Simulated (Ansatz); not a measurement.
System: C3H5Cl, net charge 0, singlet state. SMILES: C(=C\C)/Cl
Geometry: optimised at B3LYP-D3(BJ)/def2-TZVP (Ansatz, an electronic-structure program).

Quantity: vertical triplet-singlet gap (E(triplet) - E(singlet); each state is the SCF solution reached for its spin), in kcal/mol. Correlated levels leave the core frozen unless marked. UHF or UKS for open shells. No spin-orbit coupling. Non-relativistic. CBS(X,Y): correlation extrapolated as X^-3; Hartree-Fock from the larger set. [CCSD(T)-MP2]/basis is that difference in the basis named.

| level | program | vertical triplet-singlet gap (kcal/mol) | minus last row |
|---|---|---|---|
| HF/aug-cc-pV(Q+d)Z | Ansatz | 78.2 | -24.3 |
| PBE/def2-TZVPD | Ansatz | 96.0 | -6.5 |
| r2SCAN/def2-TZVPD | Ansatz | 91.1 | -11.4 |
| B3LYP/def2-TZVPD | Ansatz | 96.4 | -6.1 |
| wB97M-V/def2-TZVPD | Ansatz | 100.7 | -1.8 |
| wB97X-V/def2-TZVPD | Ansatz | 99.6 | -2.9 |
| B2PLYP/def2-TZVPD | Ansatz | 99.4 | -3.1 |
| MP2/aug-cc-pV(D+d)Z | Ansatz | 106.4 | 3.9 |
| MP2/aug-cc-pV(T+d)Z | Ansatz | 106.5 | 4.0 |
| RI-MP2/aug-cc-pV(T+d)Z | Ansatz | 106.5 | 4.0 |
| RI-MP2/aug-cc-pV(Q+d)Z | Ansatz | 106.9 | 4.4 |
| SCS-MP2/aug-cc-pV(D+d)Z | Ansatz | 107.1 | 4.6 |
| SCS-MP2/aug-cc-pV(T+d)Z | Ansatz | 107.7 | 5.2 |
| CCSD(T)/aug-cc-pV(T+d)Z | Ansatz | 101.7 | -0.8 |
| RI-MP2/CBS(aug-cc-pV(T+d)Z,aug-cc-pV(Q+d)Z)+[CCSD(T)-MP2]/aug-cc-pV(T+d)Z | Ansatz | 102.5 | 0.0 |
